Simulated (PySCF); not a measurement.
C4H8BF, SMILES C=CB(F)CC. Atoms are numbered in the order given.

```xyz
14

B     -0.1963    -0.1903     0.3272
F      0.0858    -0.8011     1.4976
C      0.9595     0.6000    -0.4016
C      2.3811     0.3465     0.1124
H      0.6968     1.6807    -0.2966
H      0.8924     0.4200    -1.4980
H      2.6794    -0.7126    -0.0290
H      2.4633     0.5587     1.1974
H      3.1321     0.9739    -0.4091
C     -1.6737    -0.2998    -0.1737
C     -2.1104     0.2173    -1.3434
H     -2.4065    -0.8305     0.4633
H     -3.1586     0.1330    -1.6788
H     -1.4291     0.7550    -2.0261
```

Geometry: PBE-D3(BJ)/def2-SVP. Other conformers were not sampled.

The numbers are results of PBE-D3(BJ)/def2-SVP (PySCF), not measurements.

Frequencies are harmonic and unscaled.

A small imaginary wavenumber (i) marks a very flat motion, where grid noise or a shallow saddle decides the sign.

Question: Give all harmonic wavenumbers and intensities. (The exact figures need the calculation; the answer reports its results.)

Answer: 
| mode | ν (cm⁻¹) | IR (km/mol) | moving atoms (share of kinetic energy) |
|---|---|---|---|
| 1 | 3i | 0.1 | H 54 %, C 42 % |
| 2 | 93 | 0.1 | C 48 %, H 35 %, F 16 % |
| 3 | 161 | 0.3 | C 49 %, H 27 %, F 16 % |
| 4 | 192 | 0.1 | H 82 %, C 12 % |
| 5 | 231 | 2.4 | C 49 %, F 25 %, H 24 % |
| 6 | 348 | 1.0 | H 63 %, B 27 % |
| 7 | 430 | 3.1 | C 46 %, F 33 %, H 15 % |
| 8 | 470 | 0.4 | C 50 %, H 30 %, F 11 %, B 9 % |
| 9 | 544 | 1.6 | H 65 %, C 30 % |
| 10 | 680 | 0.0 | C 50 %, F 24 %, H 23 % |
| 11 | 754 | 32.5 | H 49 %, B 34 %, C 16 % |
| 12 | 946 | 14.6 | H 78 %, C 13 %, B 9 % |
| 13 | 946 | 14.0 | H 66 %, C 24 %, B 8 % |
| 14 | 955 | 10.5 | H 71 %, C 18 %, B 8 % |
| 15 | 965 | 23.9 | H 72 %, C 28 % |
| 16 | 1018 | 10.2 | H 91 %, C 9 % |
| 17 | 1042 | 2.1 | C 63 %, H 34 % |
| 18 | 1118 | 100.8 | H 50 %, B 35 %, C 14 % |
| 19 | 1200 | 8.0 | H 75 %, C 20 % |
| 20 | 1222 | 29.5 | H 56 %, C 22 %, B 16 % |
| 21 | 1293 | 88.4 | H 40 %, B 33 %, C 18 %, F 9 % |
| 22 | 1316 | 127.4 | C 35 %, H 31 %, B 31 % |
| 23 | 1350 | 4.0 | H 78 %, C 15 % |
| 24 | 1366 | 0.8 | H 85 %, C 14 % |
| 25 | 1394 | 85.1 | H 75 %, C 16 % |
| 26 | 1426 | 13.6 | H 95 % |
| 27 | 1428 | 10.1 | H 96 % |
| 28 | 1639 | 41.3 | C 86 %, H 13 % |
| 29 | 2941 | 20.8 | H 94 % |
| 30 | 2973 | 34.9 | H 97 % |
| 31 | 2992 | 8.5 | H 92 %, C 8 % |
| 32 | 3052 | 13.9 | H 95 % |
| 33 | 3054 | 22.3 | H 91 %, C 9 % |
| 34 | 3062 | 19.2 | H 91 %, C 9 % |
| 35 | 3065 | 7.3 | H 92 %, C 8 % |
| 36 | 3144 | 11.6 | H 89 %, C 11 % |
